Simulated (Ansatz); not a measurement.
Born–Oppenheimer molecular dynamics of CH6Ge (8 atoms, charge 0, multiplicity 1). It starts at the highest image of a converged band, a first-order saddle point between two minima.

Theory: Ansatz 0.2.0, RKS BHLYP-D4/def2-SVP.

```yaml
ensemble: NVE (velocity Verlet)
time_step: 0.5 fs
steps_asked: 200
starting_velocities_drawn_for: 300 K
seed: 3013
```

First frame:

```xyz
8
Properties=species:S:1:pos:R:3
Ge -0.331 -0.052 0.399
H 0.768 -0.205 1.469
C 1.992 0.001 0.419
H 2.419 -0.969 0.667
H 2.143 0.234 -0.632
H 2.400 0.790 1.049
H -0.337 1.333 -0.260
H -0.265 -1.132 -0.688
```

(1) How far do the bonds stretch over the last three quarters of this one trajectory? (Pairs bonded in most of those frames.)

Answers

(1) 
```csv
bond,mean (Å),spread (Å),shortest,longest
Ge1–H2,1.583,0.114,1.37,1.77
Ge1–C3,2.053,0.220,1.75,2.38
Ge1–H7,1.561,0.054,1.47,1.66
Ge1–H8,1.564,0.053,1.46,1.67
C3–H4,1.096,0.017,1.06,1.13
C3–H5,1.098,0.030,1.05,1.16
C3–H6,1.096,0.018,1.06,1.13
```

Mean temperature of the second half: 2080 K. The conserved energy stayed within 0.45 meV per atom of its start (net change -0.32 meV per atom), so the integration is sound. The kinetic energy rose, since the run started high on the potential surface and went downhill. A run of 0.1 ps of so small a system gives no equilibrium averages. The orbitals stay closed-shell, which can raise the energy where a bond breaks towards radicals; this wasn't checked here.

Run time: 8.2 min on 1 thread of Arm Neoverse V1, with other jobs on the host, peak memory 0.14 GiB.
